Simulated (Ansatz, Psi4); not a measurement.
Here is a job for Ansatz (a program for electronic structure).
Ansatz 0.2 input:
```yaml
crystal:
  periodic: [false, false, false]
  atoms:
    - {symbol: Hf, position_ang: [0.00000000, 0.00000000, 0.00000000]}
basis:
  gaussian:
    orbitals: def2-SVPD
hamiltonian:
  xc: blyp
magnetization: {spin_polarized: true, initial_magnetization: 2}
accuracy: high
```

Task: Give the equivalent Psi4 input.

Result: One answer among several that fit: 
```
memory 2 GB

molecule {
0 3
Hf    0.00000000    0.00000000    0.00000000
}

set {
  basis def2-svpd
  reference uks
  scf_type pk
  puream true
  d_convergence 1e-8
  dft_radial_points 99
  dft_spherical_points 590
}

energy('blyp')
print_variables()
```

Both were run: Ansatz gave -47.840075 Eh and Psi4 -47.840077 Eh, 0.001 mEh apart.
